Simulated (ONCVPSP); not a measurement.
Al (Z = 13): ONCV pseudisation with Wu-Cohen, scalar-relativistic reference atom.

* Element: Al (Z = 13)
* Generator: ONCVPSP 4.0.1
* Type: optimised norm-conserving Vanderbilt (ONCV)
* Functional: Wu-Cohen
* Relativity: scalar-relativistic
* Frozen core: [Ne]
* Valence charge: 3
* Reference configuration: 3s2 3p1
* Partial waves: 3s: rc 2.00 bohr, ncon 4, nbas 7, qcut 3.7 1/bohr, 2 projectors, debl 3.8 Ha; 3p: rc 2.40 bohr, ncon 3, nbas 7, qcut 2.7 1/bohr, 2 projectors, debl 3.3 Ha; d scattering state at 0.04 Ha: rc 1.95 bohr, ncon 5, nbas 10, qcut 5.4 1/bohr, 2 projectors, debl 3.3 Ha
* Local potential: polynomial inside 1.85 bohr (lpopt 5, dvloc0 4 Ha)
* Core correction: Teter function, fcfact 5.75, rcfact 1.7

All-electron outer shells of the reference configuration (Wu-Cohen, scalar-relativistic, ld1.x):

```csv
shell,level (eV),outermost node (bohr),outermost maximum (bohr)
2s,-107.94,0.16,0.50
2p,-69.65,–,0.43
3s,-7.72,0.80,2.09
3p,-2.68,0.82,2.64
```

What the tests gave:

```
Cutoffs needed             : 5.6 Ha and 11 Ha (the cutoffs (Ha) at which the residual kinetic energy of the hardest occupied pseudo-wave falls to 1 and 0.1 mHa per electron) The cutoffs count occupied waves only; projector 2 of the d channel, the hardest unoccupied one, needs 49 Ha at the loose tolerance.
Ghost test                 : no bound ghost flagged; no localised positive-energy state flagged
Largest excitation error   : -119 meV (all-electron minus pseudo) for 3s1 3p0, out of 4 test configurations
rms error of d²Exc/dni dnj : 1.47 mHa without and 4.42 mHa with the model core
```

Generation and tests took about 3.7 s on one core of a shared server CPU.
